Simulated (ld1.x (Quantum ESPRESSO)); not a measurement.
Tm (Z = 69), PAW: configuration errors across variants

Tm, PAW, made with ld1.x (Quantum ESPRESSO) 7.5 (PBE, fully relativistic). Core [Kr] 4d10 4f12, reference 5s2 5p6 5d1 6s1.5 6p0 (charge +0.5). Waves: 5s (bound): rcut 1.85, rcutus 2.20 bohr; 6s (bound): rcut 1.85, rcutus 2.20 bohr; 5p (bound): rcut 2.50, rcutus 2.85 bohr; 6p (bound, empty): rcut 2.50, rcutus 2.85 bohr; 5d (bound): rcut 2.50, rcutus 3.15 bohr; 5d channel at 0.05 Ry: rcut 2.50, rcutus 3.15 bohr. Local part: all-electron potential smoothed inside 2.30 bohr (lloc = -1). Core correction: Bessel-smoothed model core inside 2.20 bohr. Augmentation charge: BESSEL, radius 1.30 bohr.

Open shells are filled in proportion to 2j + 1 (rel_dist='average').

All-electron excitation energies from the reference (eV): (1) 5s2 5p6 5d1 6s2 6p0 -2.894; (2) 5s2 5p6 5d1 6s1 6p0 4.256; (3) 5s2 5p6 5d1 6s0 6p0 17.190; (4) 5s2 5p6 5d2 6s0 6p0 6.356; (5) 5s2 5p6 5d2 6s1 6p0 -0.257; (6) 5s2 5p6 5d0 6s2 6p0 2.606.

Tests that are not counted but printed errors over 1 eV. “base”: 5s1 5p6 5d1 6s2 6p0 (solver errors, printed error -653 eV). “waves 5s (bound): rcut 1.80, rcutus 1.90 bohr; 6s (bound): rcut 1.80, rcutus 1.90 bohr”: 5s1 5p6 5d1 6s2 6p0 (solver errors, printed error -633 eV). “waves 5s (bound): rcut 1.85, rcutus 2.22 bohr; 6s (bound): rcut 1.85, rcutus 2.22 bohr”: 5s1 5p6 5d1 6s2 6p0 (solver errors, printed error -653 eV).

1 further variants failed, have other tests or too few solved ones, and are left out.

Errors AE − PS in meV (a dash: test not solved or not reliable):

```csv
change,(1),(2),(3),(4),(5),(6),bound ghosts
base,-0.4,-1.1,-21,-4.3,-5.7,-22,not determined
"waves 5s (bound): rcut 1.80, rcutus 1.90 bohr; 6s (bound): rcut 1.80, rcutus 1.90 bohr",-0.4,-1.0,-20,-10.0,-4.3,-15,not determined
"waves 5s (bound): rcut 1.85, rcutus 2.22 bohr; 6s (bound): rcut 1.85, rcutus 2.22 bohr",-0.4,-1.1,-21,-4.3,-5.7,-22,not determined
"waves 5s (bound): rcut 1.85, rcutus 2.46 bohr; 6s (bound): rcut 1.85, rcutus 2.46 bohr",-0.5,-1.3,-25,–,–,–,not determined
"waves 5s (bound): rcut 1.85, rcutus 2.90 bohr; 6s (bound): rcut 1.85, rcutus 2.90 bohr",–,–,–,–,–,–,not determined
```

Task: Give the same row for: waves 5s (bound): rcut 1.38, rcutus 1.46 bohr; 6s (bound): rcut 1.38, rcutus 1.46 bohr.

Result: -0.4, -1.1, -20, -4.7, -5.8, -22; bound ghosts: not determined. Not counted: 5s1 5p6 5d1 6s2 6p0 (solver errors, printed error -633 eV).
